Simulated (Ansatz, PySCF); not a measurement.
Species: CH₅BNO₂, charge 0, multiplicity 2. SMILES: [CH2]NB(O)O
Geometry from a B3LYP-D3(BJ)/def2-TZVP (Ansatz, a first-principles code) optimisation:
```
N
H 1 1.0083
C 1 1.3805 2 115.74
H 3 1.0770 1 118.97 2 -4.03
H 3 1.0792 4 119.63 1 162.32
B 1 1.4307 2 116.39 3 177.53
O 6 1.3718 1 117.22 2 5.27
H 7 0.9618 6 112.30 1 -178.13
O 6 1.3737 7 119.31 8 1.92
H 9 0.9608 6 114.72 7 -174.09
```
Charge 0, spin multiplicity 2.

Wanted: atomisation energy, in kcal/mol. Set-up: LANL2DZ all-electron up to Ne; 6-311+G** with 5d; spin-orbit terms left out; dispersion terms only where a functional's name holds one; non-relativistic; UHF or UKS for open shells; six Cartesian d functions in 6-31G* and its kin unless marked 5d; atomisation electronic, to ground-state atoms; frozen cores in correlated levels. CBS marks a two-point X^-3 extrapolation of the correlation energy; Hartree-Fock from the larger set. Ab initio and DFT rows: single points at B3LYP-D3(BJ) geometries (Ansatz).

Coupled cluster (Ansatz) is a level with limits of its own, used here on species with T1 under 0.025 (0.045 for open shells) and stable references: CCSD(T)/CBS(cc-pVTZ,cc-pVQZ).

Value to compare with, CCSD(T)/CBS(cc-pVTZ,cc-pVQZ) (Ansatz): 975.2 kcal/mol.

```json
[
 {"level": "HF/LANL2DZ", "program": "Ansatz", "atomisation energy (kcal/mol)": "621.2", "difference": "-354.0"},
 {"level": "SVWN5/6-31G*", "program": "Ansatz", "atomisation energy (kcal/mol)": "1127.3", "difference": "152.1"},
 {"level": "B3LYP/STO-3G", "program": "Ansatz", "atomisation energy (kcal/mol)": "1050.3", "difference": "75.1"},
 {"level": "B3LYP/3-21G", "program": "Ansatz", "atomisation energy (kcal/mol)": "936.1", "difference": "-39.1"},
 {"level": "B3LYP/LANL2DZ", "program": "Ansatz", "atomisation energy (kcal/mol)": "919.3", "difference": "-55.9"},
 {"level": "B3LYP/6-31G*", "program": "Ansatz", "atomisation energy (kcal/mol)": "962.6", "difference": "-12.6"},
 {"level": "B3LYP/6-31G**", "program": "Ansatz", "atomisation energy (kcal/mol)": "974.6", "difference": "-0.6"},
 {"level": "B3LYP/6-311+G**", "program": "Ansatz", "atomisation energy (kcal/mol)": "967.3", "difference": "-7.9"},
 {"level": "PBE0/6-31G*", "program": "Ansatz", "atomisation energy (kcal/mol)": "965.7", "difference": "-9.5"},
 {"level": "PBE0/6-311+G**", "program": "Ansatz", "atomisation energy (kcal/mol)": "970.9", "difference": "-4.3"},
 {"level": "M06-2X/6-31G* (5d)", "program": "PySCF", "atomisation energy (kcal/mol)": "969.2", "difference": "-6.0"},
 {"level": "M06-2X/6-311+G**", "program": "PySCF", "atomisation energy (kcal/mol)": "973.2", "difference": "-2.0"},
 {"level": "MP2/3-21G", "program": "Ansatz", "atomisation energy (kcal/mol)": "816.7", "difference": "-158.5"},
 {"level": "PBE/def2-TZVPD", "program": "Ansatz", "atomisation energy (kcal/mol)": "1001.7", "difference": "26.5"},
 {"level": "PBE0/def2-TZVPD", "program": "Ansatz", "atomisation energy (kcal/mol)": "976.9", "difference": "1.7"}
]
```

Among the 13 habitual levels, HF/LANL2DZ lies farthest from CCSD(T)/CBS(cc-pVTZ,cc-pVQZ) (Ansatz) (-354.0 kcal/mol) and B3LYP/6-31G** nearest (-0.6); 2 of 13 lie above it, and their mean absolute difference is 67.5 kcal/mol, the median 12.6. One case shows no general order.

The levels are drawn from those run, B3LYP/6-31G* more often than the rest, none by its result; left out are runs that failed, that the program found above a lower state of the same kind, or whose <S^2> lies over 0.5 above the pure value.
